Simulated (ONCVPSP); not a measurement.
## indium: one change to an ONCV potential, before and after

* Element: In
* Generator: ONCVPSP 4.0.1
* Type: optimised norm-conserving Vanderbilt (ONCV)
* Functional: PBE
* Relativity: non-relativistic
* Frozen core: [Kr] 4d10
* Valence charge: 3
* Reference configuration: 5s2 (charge +1)
* Partial waves: 5s: rc 2.10 bohr, ncon 3, nbas 6, qcut 2.9 1/bohr, 1 projector; p scattering state at 0.27 Ha: rc 2.10 bohr, ncon 3, nbas 7, qcut 4.3 1/bohr, local; d scattering state at 0.38 Ha: rc 2.15 bohr, ncon 4, nbas 8, qcut 4.8 1/bohr, 1 projector
* Local potential: the p channel
* Core correction: none

In the p channel the program set the typed energies aside and used 0.050 Ha.

All-electron outer shells of the reference configuration (PBE, non-relativistic, ld1.x):

```
shell  level (eV)  outermost node (bohr)  outermost maximum (bohr)
   4d      -27.17                   0.40                      0.92
   5s      -14.23                   1.06                      2.19
```

Change: all radii scaled by about 1.30 (s 2.74, p 2.74, d 2.80 bohr).

Cutoffs: the cutoffs (Ha) at which the residual kinetic energy of the hardest occupied pseudo-wave falls to 1 and 0.1 mHa per electron; they do not see the model core or the augmentation charge, which bear on the density cutoff. Errors are all-electron minus pseudo energies relative to the spin-unpolarised reference configuration.

What does the change do?

The potential gets softer (6.4 Ha and 19 Ha → 3.6 Ha and 8.3 Ha); the bound ghost in d disappears; of the 4 tests that both files solve, the error grows in 2 and shrinks in 1 by more than 15 % and 0.3 meV (median size 52.9 → 63.5 meV). A larger radius leaves more room for a smooth pseudo-wave, so fewer plane waves are needed.

```tsv
quantity	base	changed
cutoff, loose	6.4 Ha	3.6 Ha
cutoff, tight	19 Ha	8.3 Ha
bound ghosts	d	none
GHOST(+) flags under 300 eV	none	none
error for 5s2 5p1, meV [ΔE -5.43 eV]	+52	+68
error for 5s1, meV [ΔE 18.38 eV]	+92	+74
error for 5s2 5p0.5, meV [ΔE -3.45 eV]	+22	+30
error for 5s1 5p1, meV [ΔE 5.84 eV]	+54	+59
```

 A true bound ghost makes a file unfit for plane-wave use even where its test errors are small: the radial tests pick states by their node count and pass the ghost by.
